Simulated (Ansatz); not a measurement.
Input file for Ansatz (a first-principles code): U-PBE0/def2-TZVPP on TaH+, 2S+1 = 2, a spin state set in the input, which need not be the lowest, a point of a bond scan (R = 1.729 Å). Charge +1. Elements past Kr take the def2 small-core potentials; no spin–orbit coupling.

Ansatz 0.2 input:
```yaml
crystal:
  periodic: [false, false, false]
  atoms:
    - {symbol: Ta, position_ang: [0.00000000, 0.00000000, 0.00000000]}
    - {symbol: H, position_ang: [0.00000000, 0.00000000, 1.72863100]}
basis:
  gaussian:
    orbitals: def2-TZVPP
    pivot_positions_ang: [[0.00000000, 0.00000000, 0.00000000], [0.00000000, 0.00000000, 1.72863100]]
hamiltonian:
  xc: {name: PBE0}
total_charge: 1
magnetization: {spin_polarized: true, initial_magnetization: 1}
output: {forces: true, orbitals: {seedname: ./end}}
```

Output:

```
WARN ansatz: RAYON_NUM_THREADS=2 ignored (pool sized by the plan → 2); use --threads N
Functional definition: PBE0
integrals: 0.01 GiB planned
467 factors; their error is unknown
mean field: 0.20 GiB planned
mean field evaluation 1: about -1549.9888 eV, gradient 2.3e1 eV
mean field evaluation 2: about -1548.6986 eV, gradient 2.6e1 eV
mean field evaluation 4: about -1552.7743 eV, gradient 1.4e0 eV
mean field evaluation 8: about -1552.7828 eV, gradient 2.8e-2 eV
mean field evaluation 16: about -1553.2755 eV, gradient 2.0e0 eV
mean field evaluation 32: about -1555.0179 eV, gradient 8.2e-6 eV
mean field evaluation 64: about -1554.0396 eV, gradient 1.9e-1 eV
mean field evaluation 96: about -1554.3073 eV, gradient 5.0e-1 eV
mean field evaluation 128: about -1554.2588 eV, gradient 4.4e-1 eV
mean field evaluation 160: about -1554.6640 eV, gradient 3.3e0 eV
mean field -1555.01790458 eV, -57.1458539645 hartree, gradient 8.2e-6 eV, S^2 1.717841; 12 other end points of the search recorded, 0 dependent functions left out
the calculation of the forces begins
reference -1555.01793066 eV, -57.1458549227 hartree; 7, 6 occupied and 63, 64 virtual orbitals, 467 factors
Total energy: -1555.01793066 eV, -57.1458549227 hartree
Atom 0 at     0.000000     0.000000     0.000000 Å, force    -0.000001    -0.000001     0.099023 eV/Å
Atom 1 at     0.000000     0.000000     1.728631 Å, force     0.000001     0.000001    -0.099023 eV/Å
Dipole moment:    -0.000089     0.005354    -0.379457 e Å
```

The calculation finished and met its thresholds. Its determinant has ⟨S²⟩ = 1.72, a mixture of spin states.

Cost: about 22 core-seconds (a rough figure).
